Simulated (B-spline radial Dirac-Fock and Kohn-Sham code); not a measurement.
Ionisation of each subshell: Cl¹⁴⁺

System: Cl¹⁴⁺ in the configuration [He] 2s1; nuclear rms radius 3.3654 fm (A = 35).

These are calculated numbers from a B-spline atomic structure program; the model is Dirac-Fock ΔSCF + Breit + QED. Correlation and solid-state effects are left out. Energies are counted from the vacuum level. Subshells whose hole state is unreliable or did not converge are left out.

All terms are in eV, carry their sign (relaxation lowers the binding energy) and add up to the binding energy; ⟨r⟩ is the mean radius of the orbital in the initial state.

```
subshell  −ε (Koopmans)  relaxation  Breit    QED  binding energy  ⟨r⟩ (bohr)
      L1          809.3       -0.01  -0.14  -0.10           809.0       0.379
```

For the deepest level, L1 (2s), the Breit terms make up -0.017 % of the binding energy, QED -0.012 % and orbital relaxation -0.001 %.

Going to the tabulated ground configuration of the next ion removes an electron from L1 (2s), computed at 809.0 eV. NIST lists 809.198 ± 0.007 eV as the ionisation energy of this species (theoretical), +0.15 eV from the computed value.
